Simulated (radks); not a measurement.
Values are calculated unless marked as measured or tabulated.
Species: Pm11+. Configuration: [Kr] 4d10 4f2 5s2. Code: a radial shooting solver on a logarithmic mesh with Libxc functionals. Model: scalar-relativistic Kohn-Sham, LDA (Slater exchange, Perdew-Wang correlation), spin-unpolarised, spherical densities, point nucleus. Some entries of the table are withheld. Estimate them.

| orbital | occ. | eigenvalue (eV) | <r^2> (bohr^2) |
|---|---|---|---|
| 1s | 2 | (1) | 0.0007326 |
| 2s | 2 | -7509.615 | 0.01157 |
| 2p | 6 | -6730.189 | 0.009267 |
| 3s | 2 | -1790.436 | 0.07767 |
| 3p | 6 | -1545.657 | 0.07767 |
| 3d | 10 | (2) | 0.06566 |
| 4s | 2 | -506.1329 | 0.3882 |
| 4p | 6 | -424.6679 | 0.4335 |
| 4d | 10 | -309.1680 | 0.5086 |
| 5s | 2 | -200.2985 | 1.677 |
| 4f | 2 | -182.3206 | 0.6763 |

Answer. 
(1) 1s eigenvalue (eV): -45176.21
(2) 3d eigenvalue (eV): -1209.334
